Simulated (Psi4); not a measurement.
Cl₄SW (SMILES [S]=[W]([Cl])([Cl])([Cl])[Cl]), singlet, at a GFN2-xTB geometry (such geometries of metal compounds can be far from the true shape) (core potentials on W). Base run: B3LYP/def2-SVP in Psi4.

Input for Psi4:
```
memory 2 GB

molecule {
0 1
W     0.05136557   -0.02213398    0.05443562
S     1.49823173   -0.64560426    1.58777894
Cl   -1.46040727    0.62930529   -1.54769376
Cl    0.27309176    2.15259903    0.49173666
Cl    1.19778788   -0.92365033   -1.63163749
Cl   -1.64416414   -1.15427854    0.95625937
}

set {
  basis def2-svp
}

energy('b3lyp')
print_variables()
```

Each row names what was changed in the base input (with any setting that the change needs).

```csv
change,basis functions,E (Eh),dipole (D),core-seconds (rough)
base,122,-2305.67005,0.71,10
basis = def2-SV(P),115,-2305.64044,0.88,10
basis = def2-SVPD,170,-2305.69544,0.95,20
basis = def2-TZVP,(withheld),(withheld),(withheld),30
basis = def2-TZVPP,266,-2306.46676,0.80,30
basis = def2-TZVPD,273,-2306.46523,0.85,40
```

What belongs in the gaps?


- basis = def2-TZVP, basis functions: 225
- basis = def2-TZVP, E (Eh): -2306.46285
- basis = def2-TZVP, dipole (D): 0.84

Totals compare only among sets that treat the same electrons; sets with core potentials leave the core out.
